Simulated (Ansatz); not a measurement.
CH₃AlBrF (SMILES [CH3][Al]([F])[Br]), singlet, at a GFN2-xTB geometry (such geometries of metal compounds can be far from the true shape); CASSCF(6,5)/6-31G (Ansatz, an electronic-structure program).

Input for Ansatz:
Ansatz 0.2 input:
```yaml
crystal:
  periodic: [false, false, false]
  atoms:
    - {symbol: Al, position_ang: [0.34736365, 0.47385183, -0.73721874]}
    - {symbol: F, position_ang: [1.98756591, 0.49596814, -0.91870092]}
    - {symbol: Br, position_ang: [-0.40355790, -0.68029317, 1.04978400]}
    - {symbol: C, position_ang: [-0.83961951, 1.40214747, -2.01233607]}
    - {symbol: H, position_ang: [-1.44988680, 2.16601824, -1.52464682]}
    - {symbol: H, position_ang: [-1.53802853, 0.71642968, -2.49790942]}
    - {symbol: H, position_ang: [-0.25366174, 1.89114137, -2.79371542]}
basis:
  gaussian:
    orbitals: 6-31G
hamiltonian:
  xc: hf
magnetization: {spin_polarized: false}
correlation: {active_space: {window: {electrons: 6, orbitals: 5}}}
```

Task: What does Ansatz print? Leave out banner, timings and long lists.

Result: 
```
Functional definition: HF
698 factors; integrals over basis functions are off by at most 4.0e-4 eV
mean field evaluation 1: about -80355.7547 eV, gradient 3.2e1 eV
mean field evaluation 2: about -80355.7577 eV, gradient 3.2e1 eV
mean field evaluation 4: about -80357.9104 eV, gradient 1.9e0 eV
mean field evaluation 8: about -80357.9241 eV, gradient 7.7e-5 eV
mean field -80357.92410868 eV, -2953.0992424368 hartree, gradient 7.8e-6 eV, S^2 0.000000; 0 other end points of the search recorded, 0 dependent functions left out
reference -80357.92410868 eV, -2953.0992424368 hartree; 33, 33 occupied and 33, 33 virtual orbitals, 698 factors
state -80358.84774981 eV, -2953.1331856222 hartree
1 active orbitals were swapped for others, from the solution at -80358.84607015 eV, -2953.1331238959 hartree to that at -80358.84774981 eV, -2953.1331856222 hartree; typed "places" are swapped only where nearly empty or full, and so, without "given_window_search", are "orbital_numbers", "shells" and a window whose orbitals a file names under [Active]
Total energy: -80358.84774981 eV, -2953.1331856222 hartree
```
